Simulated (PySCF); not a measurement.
Harmonic spectrum computed at PBE0 in the def2-TZVP basis family (core potentials from Rb on, PySCF, no spin–orbit coupling):

```json
{"ω (cm⁻¹)": "32", "IR (km/mol)": "3.0"}
{"ω (cm⁻¹)": "104", "IR (km/mol)": "5.9"}
{"ω (cm⁻¹)": "193", "IR (km/mol)": "0.3"}
{"ω (cm⁻¹)": "240", "IR (km/mol)": "2.3"}
{"ω (cm⁻¹)": "321", "IR (km/mol)": "1.8"}
{"ω (cm⁻¹)": "447", "IR (km/mol)": "48.6"}
```

**Question.** Which molecule gave it? In each, all ligands are bound to the one heavy central atom.
A. SiCl₃ (doublet)
B. CuCl₃ (triplet)
C. CoCl₃ (quintet)
D. GeCl₃ (doublet)
E. GaCl₃ (singlet)

**Answer.** B. It has Cs symmetry with Cu–Cl 2.077 Å, Cu–Cl 2.225 Å, Cu–Cl 2.230 Å.
